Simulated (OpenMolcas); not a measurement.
# N, P, As, Sb, Bi: ns² np³ down the group

```
Program             : OpenMolcas
Method              : RASSCF
Basis               : ANO-RCC-VQZP
Scalar Hamiltonian  : DKH2, point nucleus
Spin-orbit coupling : state interaction with AMFI integrals over the reference wave functions, term energies averaged over their components
```

Active space for each ion: 3 electrons in 9 orbitals (RAS2 p; RAS3 s d, at most 1 electron).

Computed levels in cm-1 above ⁴S°_3/2:

```csv
Level,N,P,As,Sb,Bi
²D°_3/2,23011,15351,14502,12480,12204
²D°_5/2,23011,15357,14688,13419,16498
²P°_1/2,37994,25381,24234,21952,24704
²P°_3/2,37994,25389,24481,23253,32940
weight of ⁴S° in the lowest level (%),100,100,100,98,78
```

Mixed levels, with the weight of the term that names them: Bi ²D°_3/2 (71 %), Bi ²P°_3/2 (70 %).

Measured, with the error of the calculation in %. Measured levels: N, P, As, Sb, Bi from NIST Handbook of Basic Atomic Spectroscopic Data.

| Level | N | P | As | Sb | Bi |
| --- | --- | --- | --- | --- | --- |
| ²D°_3/2 | 19233 (+19.6) | 11361 (+35.1) | 10593 (+36.9) | 8512 (+46.6) | 11419 (+6.9) |
| ²D°_5/2 | 19224 (+19.7) | 11377 (+35.0) | 10915 (+34.6) | 9854 (+36.2) | 15438 (+6.9) |
| ²P°_1/2 | 28839 (+31.7) | 18723 (+35.6) | 18186 (+33.3) | 16395 (+33.9) | 21661 (+14.0) |
| ²P°_3/2 | 28839 (+31.7) | 18748 (+35.4) | 18648 (+31.3) | 18464 (+25.9) | 33165 (-0.7) |

Without spin-orbit coupling ²D° lies 23011, 15355, 14626, 13057, 12555 cm-1 above ⁴S° in that order; the difference to the level ²D°_3/2, of either sign, comes from spin-orbit coupling, which also lowers the zero.

With the s shell closed, the reference lacks s² → p² mixing. Without dynamic correlation excited terms often stand tens of per cent too high (terms of higher spin than the ground term too low), and those without a measured partner can miss by more than the paired ones (holds for N; P; As). No level of 2s² 2p² 3d was computed, though it lies in the active space (holds for N). No level of 5s² 5p² 5d was computed, though it lies in the active space (holds for Sb). No level of 6s² 6p² 6d was computed, though it lies in the active space (holds for Bi). Computed and measured levels are paired by configuration, term and J; levels that our copy of the source lacks, or whose pairing is in doubt (as where it misses far off the trend of its configuration), stay unpaired and out of the deviations. Where the source uses jj or jK labels, the order within each J decides. Only configurations of the active space appear.

° marks odd parity.
